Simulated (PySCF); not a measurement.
Se(iPr)(OH) (C3H8OSe), SMILES CC(C)[Se]O. Atoms are numbered in the order given.

```xyz
13

Se     0.2581     0.4240     0.8030
C     -0.9645    -0.6092    -0.3335
C     -0.3354    -1.9386    -0.7149
C     -1.4056     0.2020    -1.5397
H     -1.8204    -0.7705     0.3469
H     -1.0117    -2.5139    -1.3686
H      0.6049    -1.7660    -1.2605
H     -0.1064    -2.5463     0.1718
H     -1.9035     1.1362    -1.2428
H     -2.1018    -0.3801    -2.1660
H     -0.5350     0.4562    -2.1650
O      1.6082     0.5783    -0.4036
H      1.4645     1.4161    -0.8611
```
Charge 0, spin multiplicity 1.

Coordinates come from a PBE0-D3(BJ)/def2-SVP optimisation. Other conformers were not sampled.

The numbers are results of PBE/pcSseg-1 run with PySCF, not measurements.

GIAO shieldings, no solvent; atoms listed in one row are averaged. δ = σ(ref) − σ: ⁷⁷Se against Me2Se (σ = 1634.8 ppm); ¹³C against TMS (σ = 182.0 ppm); ¹H against TMS (σ = 31.49 ppm); ¹⁷O against H2O (σ = 334.3 ppm), references at their B3LYP-D3(BJ)/def2-TZVP geometries, non-relativistic.

Computed chemical shifts:
| nucleus | atoms | count | δ (ppm) |
|---|---|---|---|
| ⁷⁷Se | Se1 | 1 | 1411.5 |
| ¹³C | C2 | 1 | 55.3 |
| ¹³C | C3, C4 | 2 | 25.9 |
| ¹H | H5 | 1 | 2.96 |
| ¹H | H6, H7, H8 | 3 | 1.98 |
| ¹H | H9, H10, H11 | 3 | 1.83 |
| ¹H | H13 | 1 | 1.63 |
| ¹⁷O | O12 | 1 | -39.3 |
